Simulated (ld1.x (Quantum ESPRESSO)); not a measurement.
## Ranking TM semilocal potentials for cobalt (Co)

All share these settings but for the change named:

ld1.x (Quantum ESPRESSO) 7.5 input, shortened:

```
&input
   title='Co', zed=27., rel=0, dft='PBE', iswitch=3,
   config='[Ar] 3d7 4s1.75 4p0.25'
 /
 &inputp
   pseudotype=1, tm=.true., lloc=1,
   nlcc=.true., new_core_ps=.true., rcore=0.40
 /
3
4S  1  0   1.75   0.00  2.25  2.25  0.0
3D  3  2   7.00   0.00  0.85  0.85  0.0
4P  2  1   0.25   0.00  2.90  2.90  0.0
 &test
   configts(1)='3d7 4s1.75 4p0.25'
 /
```

Test errors are all-electron minus pseudo excitation energies from the reference, over 3d7 4s2 4p0; 3d7 4s1 4p0; 3d7 4s0 4p0; 3d7.5 4s1.5 4p0; 3d7 4s1 4p1; 3d6 4s2 4p0; 3d6 4s0 4p0. None of these files shows a bound ghost.

The base gives 202.8 meV.

Of 6 variants that were run, those that failed, showed a ghost or another fault, or gave nearly equal values are left out.

A variant can come out equal or close to the base, since the largest error may sit in a test that the change hardly touches while other tests move.

(1) Rank these variants by their largest absolute test error, smallest first.
A. wave 4s (bound): rc 2.25 bohr becomes 4s (bound): rc 3.26 bohr
B. wave 4s (bound): rc 2.25 bohr becomes 4s (bound): rc 1.84 bohr
C. wave 4s (bound): rc 2.25 bohr becomes 4s (bound): rc 3.06 bohr

Answers

(1) B (187.6 meV), C (417.0 meV), A (507.8 meV).
